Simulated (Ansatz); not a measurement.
Reaction (redistribution): `[CH3][Zn][NH2]` + `Cl[Si]Br` → `[NH2][Zn][Br]` + `C[Si]Cl`

Calculated with Ansatz (gas phase, PBE0-D4/def2-TZVP geometries, no zero-point term in ΔE). CBS: MP2 limit from def2 TZ/QZ plus the TZ coupled-cluster correction, frozen cores. For Br, Zn outer-core shells are correlated without core-valence functions, which leaves a few kJ/mol of doubt a bond. Scalar relativity is left out up to krypton. One conformer a species, not always the lowest.

```csv
species,CCSD(T)/CBS(def2) energy (Eh)
`[CH3][Zn][NH2]`,-1874.15341
`Cl[Si]Br`,-3322.23177
`[NH2][Zn][Br]`,-4407.67573
`C[Si]Cl`,-788.72093
```

Task: Work out ΔE.

Result: ΔE = (-4407.67573) + (-788.72093) − (-1874.15341) − (-3322.23177) = -0.01148 Eh = -30.1 kJ/mol.

Largest T1 diagnostic among the species: 0.014.

From r2SCAN to r2SCAN0 (25 % exact exchange), in def2-TZVPP and without D4, ΔE moves by −9.7 kJ/mol. In def2-TZVPP, CCSD(T) changes the Hartree–Fock value by +38.0 kJ/mol (the triples alone add +6.5 kJ/mol) and MP2 by +46.5 kJ/mol. Leaving LDA and LC-ωPBE aside and taking each functional with its dispersion term where it has one, the values, not all of them listed here, spread over 27.7 kJ/mol, from BHLYP-D4 to BLYP-D4.
